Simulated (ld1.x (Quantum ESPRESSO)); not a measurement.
**PBE PAW dataset for nitrogen, scalar-relativistic all-electron reference.**

ld1.x (Quantum ESPRESSO) 7.5 was run on this input:

```
&input
   title='N', zed=7., rel=1, dft='PBE', iswitch=3,
   config='[He] 2s2 2p3 3d-2',
   nld=3, rlderiv=1.80, eminld=-3.0, emaxld=5.0, deld=0.02
 /
 &inputp
   pseudotype=3, lpaw=.true., tm=.true., lloc=-1, rcloc=1.60,
   nlcc=.true., new_core_ps=.true.,
   which_augfun='BESSEL', rmatch_augfun=0.45,
   file_pseudopw='N.UPF', file_wfcaegen='ae.wfc', file_wfcncgen='nc.wfc', file_beta='beta', file_chi='chi', file_wfcusgen='us.wfc'
 /
5
2S  1  0   2.00   0.00  0.60  0.70  0.0
2S  1  0   0.00  -0.95  0.60  0.70  0.0
2P  2  1   3.00   0.00  1.45  1.65  0.0
2P  2  1   0.00   0.25  1.45  1.65  0.0
3D  3  2  -2.00   0.05  1.15  1.55  0.0
 &test
   configts(1)='2s2 2p3'
 /
```

Command:

```bash
ld1.x < N.in > N.out
```

The program printed (shortened: banner, matrices, multipoles, cross overlaps and the repeated all-electron block are left out):

```
Program LD1 v.7.5

     !!!!!!!!!!!!!!!!!!! WARNING !!!!!!!!!!!!!!!!!!!!!!!
     Message from routine ld1_readin:
     US requires at least two energies per channel 3D
     !!!!!!!!!!!!!!!!!!!!!!!!!!!!!!!!!!!!!!!!!!!!!!!!!!!
     --------------------------- All-electron run ----------------------------

     N
     scalar relativistic calculation

     atomic number is  7.00
     dft =PBE   lsd =0 sic =0 latt =0  beta=0.20 tr2=1.0E-14
     Exchange-correlation= PBE
                           (   1   4   3   4   0   0   0)
     mesh =1085 r(mesh) =  99.89202 a.u. xmin = -7.00 dx = 0.01250
     1 Ry =  13.60569312 eV, c = 137.03599908

     n l     nl                  e(Ry)          e(Ha)          e(eV)
     1 0     1S 1( 2.00)       -28.2764       -14.1382      -384.7204
     2 0     2S 1( 2.00)        -1.3658        -0.6829       -18.5828
     2 1     2P 1( 3.00)        -0.5211        -0.2606        -7.0900

     final scf error:  7.1E-15 reached in  23 iterations

     Etot =    -108.906480 Ry,     -54.453240 Ha,   -1481.748141 eV

     Ekin =     108.686336 Ry,      54.343168 Ha,    1478.752934 eV
     Encl =    -256.222520 Ry,    -128.111260 Ha,   -3486.084983 eV
     Eh   =      51.762930 Ry,      25.881465 Ha,     704.270546 eV
     Exc  =     -13.133226 Ry,      -6.566613 Ha,    -178.686639 eV

     normalization and overlap integrals

     s(1S/1S) =  1.000000  <r> =   0.2297  <r2> =    0.0714  r(max) =   0.1483
     s(2S/2S) =  1.000000  <r> =   1.3197  <r2> =    2.1153  r(max) =   1.0167
     s(2P/2P) =  1.000000  <r> =   1.4841  <r2> =    2.9193  r(max) =   0.9793

     ------------------------ End of All-electron run ------------------------

     --------------------- Generating PAW atomic setup --------------------

      Generating local potential from pseudized AE potential:
      Matching radius rcloc =   1.6000

      Local pseudo, rcloc= 1.615 Estimated cut-off energy=     9.43 Ry

      Computing core charge for nlcc:

       r > 0.41 : true rho core
      Core charge pseudized with two Bessel functions
      Integrated core pseudo-charge :   1.27
      Wfc-us  2S rcutus= 0.708  Estimated cut-off energy=    81.06 Ry
      Wfc-us  2S rcutus= 0.708  Estimated cut-off energy=    81.55 Ry
      Wfc-us  2P rcutus= 1.655  Estimated cut-off energy=    28.54 Ry
      Wfc-us  2P rcutus= 1.655  Estimated cut-off energy=    33.50 Ry
      Wfc-us  3D rcutus= 1.536  Estimated cut-off energy=    43.08 Ry

     Required augmentation: BESSEL   radius:    0.450000
     Suggested rho cutoff for augmentation: 487.76 Ry

     Estimated PAW energy =  -27.607662 Ryd

     ------------------- End of pseudopotential generation -------------------

     Computing logarithmic derivative in   1.79564
     Computing logarithmic derivative in   1.79564
     Computing the partial wave expansion
     R is outside the sphere for l=    0 j= 0.00
     R is outside the sphere for l=    0 j= 0.00
     R is outside the sphere for l=    1 j= 0.00
     R is outside the sphere for l=    1 j= 0.00
     R is outside the sphere for l=    2 j= 0.00

     ---------------------- Testing the pseudopotential ----------------------

     N
     scalar relativistic calculation

     atomic number is  7.00   valence charge is  5.00
     dft = SLA  PW   PBX  PBC   lsd =0 sic =0 latt =0  beta=0.20 tr2=1.0E-14
     mesh =1085 r(mesh) =  99.89202 xmin = -7.00 dx = 0.01250

     n l     nl             e AE (Ry)        e PS (Ry)    De AE-PS (Ry)
     1 0     2S   1( 2.00)       -1.36581       -1.36582        0.00000
     2 1     2P   1( 3.00)       -0.52111       -0.52111        0.00000

     eps = 2.8E-17  iter =  4

     Etot =    -108.906480 Ry,     -54.453240 Ha,   -1481.748141 eV
     Etotps =   -27.607666 Ry,     -13.803833 Ha,    -375.621431 eV

     Ekin =      20.451139 Ry,      10.225570 Ha,     278.251922 eV
     Encl =     -51.263376 Ry,     -25.631688 Ha,    -697.473764 eV
     Ehrt =      16.337793 Ry,       8.168896 Ha,     222.286992 eV
     Ecxc =     -13.133221 Ry,      -6.566611 Ha,    -178.686581 eV
     (Ecc =      -3.521736 Ry,      -1.760868 Ha,     -47.915655 eV)

     ---------------------- End of pseudopotential test ----------------------
```

Generation and configuration tests took about 3.7 s on one core of a shared server CPU.
